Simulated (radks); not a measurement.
Os2+, 74 electrons, occupied as [Xe] 4f12 5d8 (not the ground configuration). All-electron calculation, scalar-relativistic Kohn-Sham, SCAN, spin-polarised, spherical densities, finite nucleus; open shells are filled with parallel spins first (spin-orbit coupling, left out, can overturn this in heavy ions); meta-GGA in the generalised Kohn-Sham scheme; Fermi nuclear charge, rms radius 5.4126 fm. Program: a radial shooting solver on a logarithmic mesh with Libxc functionals.

Unscreened Slater integrals over Kohn-Sham orbitals (hartree). They are taken over the spin-up orbitals.

F0(5d,5d): 0.58096
F2(5d,5d): 0.30121
F4(5d,5d): 0.19936
F0(5d,5p): 0.66271
F2(5d,5p): 0.32742
G1(5d,5p): 0.39341
G3(5d,5p): 0.24348
F0(5d,4f): 0.75310
F2(5d,4f): 0.17570
F4(5d,4f): 0.081742
G1(5d,4f): 0.057008
G3(5d,4f): 0.053850
G5(5d,4f): 0.043142
F0(5p,5p): 0.79779
F2(5p,5p): 0.43036
F0(5p,4f): 0.98240
F2(5p,4f): 0.30633
G2(5p,4f): 0.11718
G4(5p,4f): 0.098925
F0(4f,4f): 1.7242
F2(4f,4f): 0.85587
F4(4f,4f): 0.54494
F6(4f,4f): 0.39441

Derived for the open shells (J is the average intra-shell exchange parameter used in DFT+U). 4f: F4/F2 = 0.637, F6/F2 = 0.461, J = (286 F2 + 195 F4 + 250 F6)/6435 = 0.06987 hartree. 5d: Racah B = F2/49 - 5 F4/441 = 0.003887 hartree, C = 35 F4/441 = 0.01582 hartree, C/B = 4.07, F4/F2 = 0.662, J = (F2 + F4)/14 = 0.03575 hartree.
